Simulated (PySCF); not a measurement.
dichloro(silyloxy)silane (Cl₂H₄OSi₂), SMILES [SiH3]O[SiH](Cl)Cl. Atoms are numbered in the order given.

```xyz
9

Si    -2.2705    -0.4823     0.4489
O     -0.7868     0.0147     1.0554
Si     0.6779     0.3764     0.4334
Cl     0.4100     1.4718    -1.2824
Cl     1.6603    -1.3481    -0.0731
H     -2.0522    -1.3231    -0.7603
H     -3.0821     0.7126     0.0962
H     -2.9488    -1.2692     1.5096
H      1.4791     1.1400     1.4014
```

The structure is a stationary point at ωB97X-D3(BJ)/def2-SVP. The values are those of a single conformer.

Computed with PBE/pcSseg-1 (PySCF).

GIAO shieldings, no solvent; atoms alike by connectivity are averaged. δ = σ(ref) − σ: ²⁹Si against TMS (σ = 335.4 ppm); ¹⁷O against H2O (σ = 334.3 ppm); ³⁵Cl against HCl (σ = 936.5 ppm); ¹H against TMS (σ = 31.49 ppm), references at their B3LYP-D3(BJ)/def2-TZVP geometries, non-relativistic (without spin–orbit terms, shifts of atoms bonded to Cl or Br come out too high).

Computed chemical shifts:
```csv
nucleus,atoms,count,δ (ppm)
²⁹Si,Si3,1,-13.2
²⁹Si,Si1,1,-35.2
¹⁷O,O2,1,85.6
³⁵Cl,"Cl4, Cl5",2,141.9
¹H,H9,1,6.07
¹H,"H6, H7, H8",3,5.45
```
